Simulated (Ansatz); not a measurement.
`N[SiH2]OC[SiH3]`. Total charge 0; spin multiplicity 1.

```xyz
14

N    -2.146    1.447    1.462
Si   -1.649    0.181    0.443
O    -0.024    0.207    0.145
C     0.574   -0.779   -0.681
Si    2.429   -0.442   -0.779
H    -2.212    2.391    1.120
H    -1.946    1.426    2.448
H    -1.977   -1.113    1.101
H    -2.362    0.313   -0.855
H     0.403   -1.789   -0.281
H     0.142   -0.766   -1.692
H     2.672    0.902   -1.363
H     3.066   -1.473   -1.645
H     3.030   -0.505    0.578
```

(1) Give the diagnostics of a CCSD(T)/def2-TZVPP run (frozen core, Ansatz). (Best estimate.)

Answers

(1) Computed: T1 = 0.0113, largest single amplitude 0.014, largest double 0.021, (T) share of the correlation energy 3.5 %, 9 CCSD cycles. The RHF solution is stable towards an unrestricted one. T1 lies under the customary mark of 0.02 for closed shells.
